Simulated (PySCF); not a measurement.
In(Cl)(SiH3)2 (ClH6InSi2), SMILES [In]([SiH3])([Cl])[SiH3].

The structure is a stationary point at PBE-D3(BJ)/def2-SVP. The structure was generated by enumeration; whether it is a known compound was not checked. The def2 effective core potentials stand for the cores of In; spin–orbit coupling is left out.

Computed with TDA-PBE/def2-SVPD (PySCF).

Vertical excitations. The molecule is in vacuum.

Computed excitation energies, oscillator strengths and character:
```
state  energy (eV)  λ (nm)      f                                              main pairs
-----  -----------  ------  -----  ------------------------------------------------------
S1            3.41     363  0.000                                          HOMO→LUMO 98 %
S2            4.38     283  0.000                                        HOMO−2→LUMO 97 %
S3            4.52     274  0.023                                        HOMO−1→LUMO 92 %
S4            4.67     265  0.011                                        HOMO−3→LUMO 97 %
S5            4.83     257  0.156                      HOMO→LUMO+1 66 %, HOMO→LUMO+2 22 %
S6            5.08     244  0.088                    HOMO→LUMO+2 68 %, HOMO−2→LUMO+1 18 %
S7            5.29     235  0.005                                      HOMO−1→LUMO+1 98 %
S8            5.65     219  0.147  HOMO−2→LUMO+1 54 %, HOMO−5→LUMO 15 %, HOMO→LUMO+3 14 %
S9            5.73     216  0.001                                        HOMO−4→LUMO 98 %
S10           5.78     215  0.002                      HOMO→LUMO+3 59 %, HOMO−5→LUMO 35 %
T1            3.04     407      0                                          HOMO→LUMO 99 %
T2            3.98     312      0                                        HOMO→LUMO+1 98 %
T3            4.02     308      0                                       HOMO−1→LUMO 100 %
T4            4.18     296      0                                        HOMO−2→LUMO 99 %
```
Triplets are in the Tamm–Dancoff approximation.
